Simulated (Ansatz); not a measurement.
Ansatz (a quantum-chemistry and plane-wave program) input for WF₅, SMILES [F][W]([F])([F])([F])[F] (connectivity only; charge and spin as stated), neutral, multiplicity 2, PBE0/def2-TZVPD. Coordinates come from a r2SCAN-D4/def2-SVP optimisation. The spin state was assumed, not searched. The isomer is the one that the SMILES or the coordinates give; other isomers of the formula were not compared. The def2 effective core potentials stand for the cores of W; spin–orbit coupling is left out.

Ansatz 0.2 input:
```yaml
crystal:
  periodic: [false, false, false]
  atoms:
    - {symbol: W, position_ang: [0.00000000, -0.00000000, -0.01746253]}
    - {symbol: F, position_ang: [1.83565544, 0.37502619, -0.20150440]}
    - {symbol: F, position_ang: [-1.83565544, -0.37502618, -0.20150445]}
    - {symbol: F, position_ang: [-0.54059624, 1.27344370, 1.20548435]}
    - {symbol: F, position_ang: [0.54059620, -1.27344370, 1.20548436]}
    - {symbol: F, position_ang: [0.00000003, 0.00000001, -1.86437908]}
basis:
  gaussian:
    orbitals: def2-TZVPD
hamiltonian:
  xc: {name: PBE0}
magnetization: {spin_polarized: true, initial_magnetization: 1}
```

It prints:

```
WARN ansatz: RAYON_NUM_THREADS=2 ignored (pool sized by the plan → 2); use --threads N
Functional definition: PBE0
integrals: 0.19 GiB planned
1401 factors; their error is unknown
mean field: 2.16 GiB planned
mean field evaluation 1: about -15398.8656 eV, gradient 5.8e1 eV
mean field evaluation 2: about -15325.9893 eV, gradient 1.7e2 eV
mean field evaluation 4: about -15408.8997 eV, gradient 7.0e0 eV
mean field evaluation 8: about -15409.0509 eV, gradient 1.5e-1 eV
mean field evaluation 16: about -15409.1086 eV, gradient 9.8e-4 eV
mean field -15409.10856563 eV, -566.2742951182 hartree, gradient 2.6e-5 eV, S^2 0.752157; 3 other end points of the search recorded, 0 dependent functions left out
reference -15409.10861833 eV, -566.2742970548 hartree; 30, 29 occupied and 213, 214 virtual orbitals, 1401 factors
Total energy: -15409.10861833 eV, -566.2742970548 hartree
```

The calculation finished and met its thresholds.

Cost: roughly 40 core-seconds.
